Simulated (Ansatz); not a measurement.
Molecule: trichloro(fluoro)silane, sum formula SiCl₃F, net charge 0, singlet state. 
Geometry from a B3LYP-D3(BJ)/def2-TZVP (Ansatz, a program for electronic structure) optimisation:
```xyz
5

F     -0.0314     0.1450     1.8211
Si    -0.0042     0.0195     0.2456
Cl     1.8899    -0.4127    -0.3259
Cl    -0.6010     1.7864    -0.5439
Cl    -1.2687    -1.4665    -0.2965
```

Wanted: atomisation energy (electronic, to ground-state atoms), in kcal/mol. Correlated levels leave the core frozen unless marked. UHF or UKS for open shells. No spin-orbit coupling. Non-relativistic. The coupled-cluster limit lacks core correlation, which all-electron functionals hold. CBS marks a two-point X^-3 extrapolation of the correlation energy; Hartree-Fock from the larger set (for Q and 5 zeta extrapolated as (X+1)exp(-9√X)).

```tsv
level	program	atomisation energy (kcal/mol)
B2GP-PLYP-D3(BJ)/def2-TZVPD	Ansatz + dftd3	…
SCS-MP2/aug-cc-pV(D+d)Z	Ansatz	401.1
SCS-MP2/aug-cc-pV(T+d)Z	Ansatz	428.3
SCS-MP2/cc-pV(T+d)Z	Ansatz	423.7
CCSD/cc-pV(5+d)Z	Ansatz	420.9
CCSD(T)/CBS(cc-pV(Q+d)Z,cc-pV(5+d)Z)	Ansatz	436.7
```

### Question
What belongs in the gaps?

### Answer

- B2GP-PLYP-D3(BJ)/def2-TZVPD, atomisation energy (kcal/mol): 427.0
